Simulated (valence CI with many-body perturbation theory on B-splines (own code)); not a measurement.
**Lu22+: electric-dipole lines**

Computed by valence CI with perturbative core correlation (CI+MBPT): three valence electrons over a frozen Dirac-Fock core [Kr] 4d10, radial functions for each j: 7 s, 7 p, 7 d, 7 f, 4 g, 2 h, with the one-electron correlation potential Σ1, the two-electron term Σ2, the three-electron term Σ3, Breit, model QED; selected CI, second order for the rest, scaled by the run's own slope (own B-spline code, finite nucleus).

No measured spectrum was set against this ion. As an estimate, terms of the open shell hold to a few per cent of their energy, and close levels can change places. Excitations out of the core, of the other parity, are not computed and may begin above about 148 eV (a cautious bound); beyond it only levels of the ground parity were kept, without lifetimes.

Lines 51 to 100 of 546 in falling wavelength, among levels below 147.69 eV, chosen from the strongest by gf and those to the six lowest levels. Wavelengths and rates use the calculated energies, so an error of 2000 cm⁻¹ moves a line at 33.38 nm by 0.67 % and its rate by three times that or more. Electric multipoles are in the length gauge, E1 and E2 with the static RPA response of the core. Weak lines are less certain than strong ones. Lines between different terms over intervals too small for the method are left out, as are lines whose strength nearly cancels.

Levels are named by their leading jj configuration (3d3/2^4 stands for four electrons in 3d with j = 3/2), which in mixed levels can hold well under half, so a name can repeat and another be missing. Letters in brackets count levels of one name in rising energy.

```tsv
λ vac (nm)	Upper	Lower	A (s⁻¹)	S (a.u.)
33.38	(4f7/2^2 5p1/2) J=11/2	(4f7/2^2 5s) J=11/2	3.55e+09	7.81e-01
33.37	(4f5/2^2 5p1/2) J=9/2	(4f5/2^2 5s) J=9/2	4.29e+09	7.87e-01
33.37	(4f7/2^2 5p1/2) J=3/2	(4f7/2^2 5s) J=3/2	1.38e+09	1.02e-01
33.30	(4f5/2 4f7/2 5p1/2) J=3/2 [b]	(4f5/2 4f7/2 5s) J=1/2	3.31e+09	2.41e-01
33.26	(4f7/2^2 5p1/2) J=5/2	(4f7/2^2 5s) J=3/2	5.59e+09	6.09e-01
33.22	(4f5/2 4f7/2 5p1/2) J=3/2 [a]	(4f5/2^2 5s) J=1/2	1.02e+08	7.36e-03
33.19	(4f5/2 4f7/2 5p1/2) J=5/2 [a]	(4f5/2 4f7/2 5s) J=7/2 [b]	2.24e+09	2.43e-01
33.18	(4f5/2 4f7/2 5p1/2) J=5/2 [a]	(4f5/2 4f7/2 5s) J=5/2 [a]	2.23e+09	2.41e-01
33.18	(4f7/2^2 5p1/2) J=7/2	(4f7/2^2 5s) J=7/2	2.50e+09	3.60e-01
33.18	(4f7/2^2 5p1/2) J=13/2	(4f7/2^2 5s) J=11/2	5.40e+09	1.36e+00
33.15	(4f7/2^2 5p1/2) J=1/2	(4f7/2^2 5s) J=1/2	1.02e+10	3.66e-01
33.06	(4f5/2^2 5p1/2) J=5/2	(4f5/2^2 5s) J=5/2	4.38e+09	4.68e-01
33.05	(4f5/2 4f7/2 5p1/2) J=9/2 [b]	(4f5/2 4f7/2 5s) J=7/2 [b]	3.90e+09	6.95e-01
33.04	(4f5/2 4f7/2 5p1/2) J=11/2 [a]	(4f5/2 4f7/2 5s) J=9/2 [a]	4.98e+09	1.06e+00
33.01	(4f5/2 4f7/2 5p1/2) J=1/2	(4f5/2 4f7/2 5s) J=3/2 [b]	8.58e+09	3.05e-01
32.99	(4f5/2 4f7/2 5p1/2) J=3/2 [a]	(4f5/2 4f7/2 5s) J=3/2 [a]	1.80e+09	1.28e-01
32.96	(4f5/2 4f7/2 5p1/2) J=9/2 [a]	(4f5/2 4f7/2 5s) J=9/2 [a]	3.47e+09	6.14e-01
32.93	(4f5/2 4f7/2 5p1/2) J=7/2 [a]	(4f5/2 4f7/2 5s) J=9/2 [b]	3.47e+09	4.90e-01
32.84	(4f5/2^2 5p1/2) J=9/2	(4f5/2^2 5s) J=7/2	6.37e+09	1.11e+00
32.82	(4f5/2 4f7/2 5p1/2) J=3/2 [a]	(4f5/2 4f7/2 5s) J=5/2 [b]	9.09e+09	6.35e-01
32.81	(4f5/2 4f7/2 5p1/2) J=5/2 [b]	(4f5/2 4f7/2 5s) J=3/2 [a]	5.97e+09	6.25e-01
32.79	(4f5/2 4f7/2 5p1/2) J=11/2 [b]	(4f5/2 4f7/2 5s) J=11/2 [b]	4.86e+09	1.01e+00
32.78	(4f7/2^2 5p1/2) J=9/2	(4f7/2^2 5s) J=7/2	6.27e+09	1.09e+00
32.75	(4f5/2^2 5p1/2) J=1/2	(4f5/2^2 5s) J=1/2	9.85e+09	3.41e-01
32.74	(4f5/2 4f7/2 5p1/2) J=11/2 [b]	(4f5/2 4f7/2 5s) J=13/2	6.67e+09	1.39e+00
32.72	(4f5/2 4f7/2 5p1/2) J=13/2	(4f5/2 4f7/2 5s) J=11/2 [b]	5.76e+09	1.39e+00
32.69	(4f5/2 4f7/2 5p1/2) J=7/2 [a]	(4f5/2 4f7/2 5s) J=7/2 [a]	3.95e+09	5.45e-01
32.68	(4f5/2 4f7/2 5p1/2) J=13/2	(4f5/2 4f7/2 5s) J=13/2	5.76e+09	1.39e+00
32.64	(4f5/2 4f7/2 5p1/2) J=7/2 [b]	(4f5/2 4f7/2 5s) J=7/2 [b]	3.12e+09	4.28e-01
32.64	(4f5/2 4f7/2 5p1/2) J=5/2 [b]	(4f5/2 4f7/2 5s) J=5/2 [b]	4.91e+09	5.06e-01
32.63	(4f5/2^2 5p1/2) J=5/2	(4f5/2^2 5s) J=3/2	6.53e+09	6.73e-01
32.63	(4f5/2^2 5p1/2) J=3/2	(4f5/2^2 5s) J=5/2	8.22e+09	5.64e-01
32.63	(4f5/2 4f7/2 5p1/2) J=7/2 [b]	(4f5/2 4f7/2 5s) J=5/2 [a]	2.41e+09	3.31e-01
32.58	(4f5/2 4f7/2 5p1/2) J=11/2 [a]	(4f5/2 4f7/2 5s) J=11/2 [a]	5.05e+09	1.03e+00
32.56	(4f7/2^2 5p1/2) J=7/2	(4f7/2^2 5s) J=9/2	8.65e+09	1.18e+00
32.51	(4f5/2 4f7/2 5p1/2) J=9/2 [b]	(4f5/2 4f7/2 5s) J=9/2 [b]	4.70e+09	7.97e-01
32.50	(4f7/2^2 5p1/2) J=3/2	(4f7/2^2 5s) J=5/2	1.02e+10	6.89e-01
32.49	(4f5/2 4f7/2 5p1/2) J=9/2 [a]	(4f5/2 4f7/2 5s) J=11/2 [a]	6.85e+09	1.16e+00
32.48	(4f5/2^2 5p1/2) J=7/2	(4f5/2^2 5s) J=9/2	7.30e+09	9.87e-01
32.41	(4f5/2 4f7/2 5p1/2) J=5/2 [a]	(4f5/2 4f7/2 5s) J=7/2 [a]	6.42e+09	6.47e-01
32.40	(4f7/2^2 5p1/2) J=5/2	(4f7/2^2 5s) J=5/2	4.99e+09	5.02e-01
32.37	(4f5/2 4f7/2 5p1/2) J=3/2 [b]	(4f5/2 4f7/2 5s) J=3/2 [b]	6.52e+09	4.37e-01
32.28	(4f7/2^2 5p1/2) J=11/2	(4f7/2^2 5s) J=13/2	7.88e+09	1.57e+00
32.27	(4f5/2 4f7/2 5p1/2) J=9/2 [b]	(4f5/2 4f7/2 5s) J=7/2 [a]	1.99e+09	3.30e-01
32.22	(4f5/2^2 5p1/2) J=3/2	(4f5/2^2 5s) J=3/2	2.13e+09	1.41e-01
32.19	(4f5/2 4f7/2 5p1/2) J=1/2	(4f5/2^2 5s) J=1/2	3.29e+08	1.08e-02
32.18	(4f7/2^2 5p1/2) J=9/2	(4f7/2^2 5s) J=9/2	4.81e+09	7.91e-01
32.13	(4f5/2 4f7/2 5p1/2) J=7/2 [b]	(4f5/2 4f7/2 5s) J=9/2 [b]	4.58e+09	6.00e-01
32.12	(4f5/2 4f7/2 5p1/2) J=7/2 [a]	(4f5/2 4f7/2 5s) J=9/2 [a]	1.15e+08	1.50e-02
32.09	(4f7/2^2 5p1/2) J=13/2	(4f7/2^2 5s) J=13/2	5.69e+09	1.30e+00
```
